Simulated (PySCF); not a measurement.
C6H9O: g tensor and hyperfine couplings

Species: C6H9O (doublet state).
Structure used (GFN2-xTB), in Å, numbered top down from 1:
```
atom  x, y, z in Å
C1     1.5292   -1.5124    0.2436
C2     1.3605   -0.1667   -0.3179
C3     0.1007    0.5391    0.2232
C4    -1.1540   -0.1974   -0.1567
C5    -2.1147   -0.5183    0.6898
C6    -0.0364    1.9231   -0.3644
O7     0.5399    2.3300   -1.3322
H8     0.6776   -2.1528    0.3675
H9     2.5011   -1.8909    0.4876
H10    2.2376    0.4515   -0.1113
H11    1.2563   -0.2011   -1.4142
H12    0.1522    0.6256    1.3132
H13   -1.2319   -0.4511   -1.2052
H14   -2.0582   -0.2739    1.7379
H15   -2.9955   -1.0486    0.3709
H16   -0.7720    2.5530    0.1749
```

The hyperfine couplings belong to this conformer and change with its torsions.

As a line formula: `[CH2]C[C@H](C=C)C=O` [radical].

Computed with PySCF, UKS B3LYP, pcH-1 on C H O, non-relativistic, mean-field spin-orbit, GIAO. The structure is a single GFN2-xTB conformer in the gas phase; no vibrational or solvent corrections. GFN2-xTB frequencies show an imaginary mode (31i cm⁻¹), so this geometry is no minimum at that level. The geometry wasn't refined by DFT: couplings that depend on bond lengths, twists or pyramidal angles can differ widely from those at the functional's own minimum. Stability of the SCF solution: not tested.

| Item | Value |
| --- | --- |
| g1, g2, g3 | 2.00212, 2.00278, 2.00296 |
| g_iso | 2.00262 |
| Form of g | rhombic: the two nearest values differ by 22 % of g3 − g1 |
| ⟨S²⟩ | 0.7537 (exact 0.7500) |
| α and β electrons | 27, 26 |
| HOMO–LUMO gap, α and β orbitals | 4.42, 5.32 eV |

Hyperfine couplings atom by atom, in MHz; T1 to T3 are the principal values of the dipolar part:

```tsv
atom	isotope	a_iso	T1	T2	T3	Mulliken spin population
C1	13C	87.2	-80.9	-80.1	161.0	1.08
C2	13C	-34.6	-2.6	0.5	2.1	-0.09
C3	13C	32.9	-3.4	-3.2	6.6	0.02
C4	13C	-0.6	-0.8	-0.4	1.2	0.00
C5	13C	0.6	-0.7	-0.3	1.1	0.01
C6	13C	0.7	-1.0	-0.3	1.3	0.00
O7	17O	-0.8	-3.4	1.2	2.3	0.01
H8	1H	-63.0	-39.0	-0.1	39.1	-0.04
H9	1H	-64.1	-39.3	0.1	39.2	-0.05
H10	1H	23.1	-5.0	-4.1	9.2	0.01
H11	1H	157.2	-6.0	-2.9	8.9	0.06
H12	1H	-2.5	-4.7	-2.3	6.9	0.00
H13	1H	0.3	-1.9	-1.7	3.7	0.00
H14	1H	-0.3	-1.3	-0.8	2.1	0.00
H15	1H	-0.4	-0.9	-0.7	1.6	0.00
H16	1H	5.4	-1.0	-0.7	1.6	0.00
```

Largest spin populations (Mulliken): C1 (+1.08), C2 (-0.09) and H11 (+0.06). No atom but C1 exceeds +0.15. The positive populations add up to 1.19 and the negative ones to -0.19, together 2S = 1. The angles at C1 add up to 359.9°, so it is planar; its axial dipolar tensor and the negative couplings of its protons fit spin in a p orbital normal to that plane.

Axes: g2 points within 13° of the C1–C2 bond.

Under fast tumbling the dipolar parts average out, and these isotropic splittings remain: 1 × 1H (H11, I = 1/2, 2 lines) with 5.61 mT, 2 × 1H (H8/H9, I = 1/2, 3 lines) with 2.27 mT, 1 × 1H (H10, I = 1/2, 2 lines) with 0.82 mT, 1 × 1H (H16, I = 1/2, 2 lines) with 0.19 mT and 1 × 1H (H12, I = 1/2, 2 lines) with 0.09 mT.

Means are taken over nuclei equivalent by connectivity, which assumes that they swap fast.

The 13C coupling of C1 (87.2 MHz) shows only in satellite lines or after enrichment, since that isotope makes up about 1.07 % of natural carbon.

Examples of negative spin density at the nucleus (bohr⁻³): C2 (-0.0308) and H8/H9 (-0.0142).

The run took 58 s (grids of density and orbitals included) on an Arm Neoverse V2 with one thread, no GPU, on a shared host, and the process peaked at 0.97 GiB of memory.
